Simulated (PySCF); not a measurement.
## Electronic structure of Ti (titanium, neutral) at the PBE level

Configuration: [Ar] 3d1 4s2 4p1, one real determinant (an excited configuration). Computed with PySCF 2.14 in x2c-QZVPPall with one added diffuse shell each of s, p, d, f, g type (12s8p6d4f3g, 121 functions), with scalar relativity by spin-free X2C-1e.

```json
{
 "Total energy": "-853.310 hartree",
 "One-electron energy": "-1163.645 hartree",
 "Hartree (Coulomb) energy": "352.171 hartree",
 "Exchange-correlation energy": "-41.836 hartree",
 "⟨S²⟩": "2.0048",
 "⟨L²⟩": "8.029",
 "Sum of ⟨r⟩": "22.77 bohr",
 "Sum of ⟨r²⟩": "56.34 bohr²",
 "Traceless quadrupole moment −½Σ⟨3z² − r²⟩ along its main axis": "-7.40 e·bohr²",
 "Langevin diamagnetic susceptibility": "-44.6 ×10⁻⁶ cm³/mol"
}
```

```
shell  electrons  mean orbital energy (hartree)  spread (hartree)  rms radius, mean of both spins (bohr)
 1s α          1                     -179.04299                 0                                 0.0805
 1s β          1                     -179.04234                 0                                 0.0805
 2s α          1                      -20.00263                 0                                  0.353
 2s β          1                      -19.99060                 0                                  0.353
 2p α          3                      -16.59284           0.01364                                  0.322
 2p β          3                      -16.58307           0.02182                                  0.322
 3s α          1                       -2.54828                 0                                   1.07
 3s β          1                       -2.51255                 0                                   1.07
 3p α          3                       -1.66458           0.01011                                   1.16
 3p β          3                       -1.62926           0.04386                                   1.16
 3d α          1                       -0.37272                 0                                   1.55
 4s α          1                       -0.23578                 0                                   3.43
 4s β          1                       -0.20898                 0                                   3.43
 4p α          1                       -0.10737                 0                                   4.39
```

⟨L²⟩ = 8.03 against 12 for a pure F term, so this real determinant mixes terms.

Densities and radii are taken from the X2C orbitals without a picture-change correction, which distorts them close to the nucleus.
